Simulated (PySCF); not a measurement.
# C2H9FOSi2

The system: C2H9FOSi2, a small molecule; neutral, singlet. The structure, one conformer, was relaxed in the gas phase by PBE0-D3(BJ)/def2-SVP. No frequency run checks that it is a minimum.

SMILES: C[Si](C)(F)O[SiH3]

```xyz
15

Si   -0.447    0.072   -0.388
C    -1.453   -1.430    0.025
C    -1.326    1.687   -0.154
O     0.944    0.073    0.504
Si    2.572   -0.237    0.483
F     0.001   -0.036   -1.954
H    -1.733   -1.428    1.089
H    -0.877   -2.347   -0.174
H    -2.377   -1.470   -0.573
H    -1.606    1.829    0.901
H    -0.674    2.522   -0.449
H    -2.241    1.733   -0.763
H     3.270    0.669   -0.477
H     3.103   -0.003    1.856
H     2.832   -1.655    0.091
```
(Å; atoms numbered from 1)

Shieldings: GIAO PBE0/pcSseg-1. Shifts are against computed references at the same level: C TMS (σ 184.4 ppm), H TMS (σ 31.27 ppm), Si TMS (σ 352.0 ppm). Core levels by delta-SCF with SCAN, pcX-2 on the ionised atom and pcseg-1 elsewhere, spin-free X2C (2p3/2 is the spin-free 2p value less a third of a first-order spin-orbit splitting); from the vacuum level, for chosen atoms.

**Question.** Give the shieldings and core levels atom by atom.

**Answer.** 
```tsv
atoms	bonded to	σ (ppm)	δ (ppm)	core level (eV)
Si1	2 C + 1 F + 1 O	342.1	9.9	2p3/2 107.86
C2	1 Si + 3 H	185.5	-1.1	1s 290.42
C3	1 Si + 3 H	185.2	-0.8	1s 290.42
O4	2 Si	285.8	-	1s 537.88
Si5	1 O + 3 H	392.2	-40.3	-
F6	1 Si	324.0	-	1s 691.90
H7 H8 H9	1 C	31.09	0.17	-
H10 H11 H12	1 C	31.08	0.18	-
H13 H14 H15	1 Si	26.23	5.03	-
```

Values are those of this one static structure, with the three H of a rotating XH3 group averaged; atoms that internal rotation interchanges would show their mean in an NMR spectrum.

**Question.** By CAM-B3LYP/def2-SVPD (TDDFT singlets, Tamm-Dancoff triplets, ionisation by delta-SCF), where does absorption start, and what does vertical ionisation take?

**Answer.** The lowest singlet lies at 7.53 eV (f 0.009), the strongest of the first 6 at 8.62 eV (f 0.163), the lowest triplet at 7.19 eV; vertical ionisation takes 10.55 eV.
